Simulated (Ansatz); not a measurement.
Input file:

```yaml
crystal:
  periodic: [false, false, false]
  atoms:
    - { symbol: C, position_ang: [0.731498, 0.356477, 1.777134] }
    - { symbol: "N", position_ang: [0.448328, -0.174455, 0.483566] }
    - { symbol: Al, position_ang: [0.978304, -1.468272, -0.746005] }
    - { symbol: C, position_ang: [-0.537042, 0.451719, -0.280147] }
    - { symbol: "N", position_ang: [-0.324652, -0.183139, -1.627774] }
    - { symbol: O, position_ang: [-0.41783, 1.825481, -0.384127] }
    - { symbol: O, position_ang: [-1.863565, 0.202079, 0.113751] }
    - { symbol: H, position_ang: [-0.015309, 0.076924, 2.56508] }
    - { symbol: H, position_ang: [0.770583, 1.471587, 1.741503] }
    - { symbol: H, position_ang: [1.720881, 0.00171, 2.135542] }
    - { symbol: H, position_ang: [0.270102, -2.914721, -0.659894] }
    - { symbol: H, position_ang: [2.440783, -1.35013, -1.405078] }
    - { symbol: H, position_ang: [0.105604, 0.517776, -2.253198] }
    - { symbol: H, position_ang: [-1.230607, -0.474541, -2.027372] }
    - { symbol: H, position_ang: [-1.288933, 2.188938, -0.126937] }
    - { symbol: H, position_ang: [-1.810943, -0.549931, 0.738257] }
basis:
  gaussian: { orbitals: def2-SVP }
hamiltonian:
  xc: lda
neb:
  order_check: false
  images: 5
  f_tol: 0.05
  max_iterations: 60
  initial_path: idpp
  spring: 50.0
  final_atoms:
    - { symbol: C, position_ang: [0.8231336, 0.19400192, 1.59052264] }
    - { symbol: "N", position_ang: [0.48859316, -0.20274195, 0.24427398] }
    - { symbol: Al, position_ang: [1.50723519, -1.3687539, -0.6464384] }
    - { symbol: C, position_ang: [-0.74766975, 0.37506877, -0.20464152] }
    - { symbol: "N", position_ang: [-1.06142908, 0.07292347, -1.56588724] }
    - { symbol: O, position_ang: [-0.68349601, 1.76894273, -0.06074996] }
    - { symbol: O, position_ang: [-1.79016512, -0.09635627, 0.59897023] }
    - { symbol: H, position_ang: [0.00017599, -0.07830987, 2.291492] }
    - { symbol: H, position_ang: [0.96887853, 1.29711438, 1.65130624] }
    - { symbol: H, position_ang: [1.75577174, -0.30641871, 1.92736442] }
    - { symbol: H, position_ang: [1.18363091, -1.70163662, -2.17957798] }
    - { symbol: H, position_ang: [2.75893062, -1.94381885, 0.15921028] }
    - { symbol: H, position_ang: [-0.23122139, -0.1021404, -2.14966936] }
    - { symbol: H, position_ang: [-1.70137895, -0.72831958, -1.61179842] }
    - { symbol: H, position_ang: [-1.05608581, 2.08343226, -0.91140737] }
    - { symbol: H, position_ang: [-2.23770163, 0.71451461, 0.91133146] }
```

Run as:

```bash
$ ansatz run input.yaml --threads 2 --pin off --max-ram 3072MiB --backend cpu --events-out ev --progress --plain --runs-dir out
```

Hardware: 2 threads of Arm Neoverse V1, with other jobs on the host.

Question: Roughly how long does this run take, and how much memory?

Answer: 5.2 min, with a peak of 0.2 GiB, for 24 band iterations.
